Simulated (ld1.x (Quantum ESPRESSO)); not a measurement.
## What the settings do to the TM potential of boron

Base potential:

```
Element                 : B
Generator               : ld1.x (Quantum ESPRESSO) 7.5
Type                    : norm-conserving Troullier–Martins (Kleinman–Bylander form)
Functional              : BLYP
Relativity              : scalar-relativistic
Frozen core             : [He]
Valence charge          : 3
Reference configuration : 2s1 2p2
Partial waves           : 2s (bound): rc 1.35 bohr; 2p (bound): rc 3.40 bohr; 3d channel at 0.35 Ry: rc 3.20 bohr
Local potential         : all-electron potential smoothed inside 1.15 bohr (lloc = -2)
Core correction         : a·sin(br)/r model core inside 1.30 bohr
```

All-electron outer shells of the reference configuration (BLYP, scalar-relativistic, ld1.x):

```json
{"shell": "1s", "level (eV)": "-182.13", "outermost node (bohr)": "–", "outermost maximum (bohr)": "0.21"}
{"shell": "2s", "level (eV)": "-9.77", "outermost node (bohr)": "0.46", "outermost maximum (bohr)": "1.50"}
{"shell": "2p", "level (eV)": "-3.97", "outermost node (bohr)": "–", "outermost maximum (bohr)": "1.53"}
```

Cutoffs, loose and tight: the cutoffs (Ry, on a coarse ladder) from which the occupation-weighted sum of valence levels, in a spherical-Bessel basis at the reference potential, stays within 10 and 1 mRy of its value at 400 Ry. They do not see the model core or the augmentation charge, which bear on the density cutoff. Test errors are all-electron minus pseudo excitation energies from the reference, over the configurations 2s2 2p1; 2s2 2p0; 2s1 2p0; 2s2 2p0.5; 2s0 2p3; 2s1 2p1; 2s2 2p1.3. A dash means not determined; rows that change the core or the reference have their own tests.

| change | outcome | cutoff, loose | cutoff, tight | bound ghosts | largest test error (meV) |
| --- | --- | --- | --- | --- | --- |
| base | generated | 18 Ry | 45 Ry | none | +775 |
| core correction a·sin(br)/r model core inside 1.02 bohr | generated | 18 Ry | 45 Ry | none | +799 |
| wave 3d channel at 0.35 Ry: rc 3.20 bohr becomes 3d channel at 0.61 Ry: rc 3.20 bohr | generated | 18 Ry | 45 Ry | none | +775 |
| reference 2s2 2p1 | generated | 21 Ry | 55 Ry | none | +440 |
| local potential the s channel | generated | 18 Ry | 45 Ry | none | +773 |
| wave 3d channel at 0.35 Ry: rc 3.20 bohr becomes 3d channel at 0.35 Ry: rc 2.70 bohr | generated | 18 Ry | 45 Ry | none | +775 |
| wave 2p (bound): rc 3.40 bohr becomes 2p (bound): rc 3.84 bohr | generated | 18 Ry | 45 Ry | none | +1124 |
| local potential all-electron potential smoothed inside 3.76 bohr (lloc = -2) | generated | 18 Ry | 45 Ry | none | +748 |
| fully relativistic | generated | 18 Ry | 45 Ry | none | +776 |

What comes out with this change to the base: all radii but the core radius scaled by about 1.26 (s 1.70, p 4.28, d 4.02 bohr); local potential all-electron potential smoothed inside 1.44 bohr (lloc = -2)?

outcome: generated; cutoff, loose: 15 Ry; cutoff, tight: 25 Ry; bound ghosts: none; largest test error (meV): +1603.

What comes out with this change to the base: functional PBE?

outcome: generated; cutoff, loose: 18 Ry; cutoff, tight: 40 Ry; bound ghosts: none; largest test error (meV): +707.
